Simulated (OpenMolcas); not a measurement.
**Pd2+: moving the ligands**

Pd2+ with its 8 nearest fluoride ions at 2.373 Å, on the Sr site of SrF2 (a = 5.796 Å, distance in the model lattice 2.510 Å). The rest of the host is ab initio model potentials to 7.6 Å and point charges beyond; the distance is set by hand and nothing relaxes. Ligand basis ANO-RCC-VDZP.

```json
{
 "Program": "OpenMolcas",
 "Method": "CASSCF",
 "Basis": "ANO-RCC-VTZP [7s6p4d2f1g]",
 "Scalar Hamiltonian": "DKH2, point nucleus",
 "Active space": "8 electrons in 5 orbitals (4d)",
 "State averaging": "2S+1 = 3 even, 10 roots; 2S+1 = 1 even, 15 roots",
 "Spin-orbit coupling": "RASSI with atomic mean-field integrals over the reference wave functions"
}
```

Runs around this geometry, states (labels of O, the rotations of Oh). Energies in cm-1 above the lowest state or level, χT in cm3 K/mol; under a threefold ground state the first gap can be a small split of the lowest multiplet, not the spin-orbit step; 10Dq and B are least-squares fits to the states below 45000 cm-1, weighted by degeneracy, with a free offset, and given where the rms deviation is under 5 % of |10Dq| (or 100 cm-1) and under 700 cm-1; 10Dq is negative for this site.

| R (Å) | Ground state | First state of that spin | 10Dq | B (rms of fit) | First gap with spin-orbit (degeneracies) | χT at 300 K | First state of another spin |
| --- | --- | --- | --- | --- | --- | --- | --- |
| 2.3 | 3T1 | 3T2 5434 | -6340 | 912 (34) | 798.1 (1, 3) | 1.660 | 1T2 13142 |
| 2.373 | 3T1 | 3T2 4460 | -5259 | 916 (32) | 746.4 (1, 3) | 1.805 | 1T2 13089 |
| 2.51 | 3T1 | 3T2 3165 | -3796 | 921 (30) | 644.7 (1, 3) | 2.097 | 1T2 12956 |

Taking |10Dq| as R^-n, n = -ln(3796 / 6340) / ln(2.51 / 2.3) = 5.9 between the shortest and longest distance. The point-charge formula for a cubic d site gives n = 5.

An orbital triplet at a regular site is open to Jahn-Teller coupling, which can distort the site and quench the lowest spin-orbit gaps and is left out. Without dynamic correlation the repulsion within the d shell is too large (B by tens of per cent), so at a given field states of lower spin stand too high. Real 4d8 and 5d8 ions are as a rule square planar and diamagnetic. With metal d orbitals alone the field can be off either way by tens of per cent. Ligand-to-metal charge-transfer states are missing. With no ligand orbital active B as a rule stays too high, so bands that hang on it stand too high and its fall with covalency is understated. No measured value stands beside these numbers; the geometry was set by hand and not optimised.
